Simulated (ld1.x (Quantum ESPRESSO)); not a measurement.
Reading a pseudo-wave (boron)

Columns: radius, all-electron u(r) and pseudo u(r) of the 2s shell (level -9.85 eV) of boron in the configuration [He] 2s1 2p2; LDA (PZ), non-relativistic, TM scheme, ld1.x (Quantum ESPRESSO) 7.5.

```tsv
r (bohr)	all-electron	pseudo
0.192	0.3078	-0.0773
0.385	0.1131	-0.1688
0.578	-0.1638	-0.2865
0.770	-0.3991	-0.4289
0.962	-0.5671	-0.5696
1.155	-0.6713	-0.6713
1.348	-0.7225	-0.7225
1.540	-0.7339	-0.7339
1.732	-0.7178	-0.7178
1.925	-0.6834	-0.6834
2.118	-0.6378	-0.6378
2.310	-0.5867	-0.5867
2.502	-0.5336	-0.5336
2.695	-0.4805	-0.4805
2.888	-0.4295	-0.4295
3.080	-0.3818	-0.3818
3.272	-0.3377	-0.3377
3.465	-0.2972	-0.2972
3.658	-0.2605	-0.2605
3.850	-0.2278	-0.2278
4.043	-0.1985	-0.1985
4.235	-0.1727	-0.1727
4.428	-0.1498	-0.1498
4.620	-0.1298	-0.1298
4.812	-0.1122	-0.1122
5.005	-0.0968	-0.0968
```

How many radial nodes do the two functions have?

The all-electron 2s function has n − l − 1 = 1; the pseudo-wave has 0, since the states of the same l below it are removed with the core.

At about which radius was the pseudo-wave matched?

1.25 bohr, where the columns begin to agree (steps of 0.19 bohr).

Is the pseudo-wave norm-conserving?

Yes: the TM scheme keeps the norm inside the radius equal to the all-electron one, which fixes the energy derivative of the logarithmic derivative at the level.
